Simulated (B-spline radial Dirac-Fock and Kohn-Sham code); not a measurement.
The L3 (2p3/2) hole of thulium ions: width and yield against charge

Calculated with a B-spline atomic structure program, using one-electron (LDA, Dirac) transition rates at Dirac-Fock energies. Tabulated ground configurations, configuration averages; single configurations, so decays that open only by mixing (as 1s 2s² with 1s 2p² in Be-like ions) are missing and such tiny yields are far too low.

| ion | configuration | radiative (eV) | non-radiative (eV) | yield |
| --- | --- | --- | --- | --- |
| Tm | [Xe] 4f13 6s2 | 0.891 | 3.31 | 0.212 |
| Tm⁺ | [Xe] 4f13 6s1 | 0.891 | 3.31 | 0.212 |
| Tm²⁺ | [Xe] 4f13 | 0.890 | 3.31 | 0.212 |
| Tm³⁺ | [Xe] 4f12 | 0.891 | 3.32 | 0.211 |
| Tm⁴⁺ | [Xe] 4f11 | 0.892 | 3.33 | 0.211 |
| Tm⁵⁺ | [Kr] 4d10 4f11 5s2 5p5 | 0.893 | 3.33 | 0.211 |
| Tm⁶⁺ | [Kr] 4d10 4f11 5s2 5p4 | 0.893 | 3.33 | 0.212 |
| Tm⁷⁺ | [Kr] 4d10 4f11 5s2 5p3 | 0.893 | 3.32 | 0.212 |
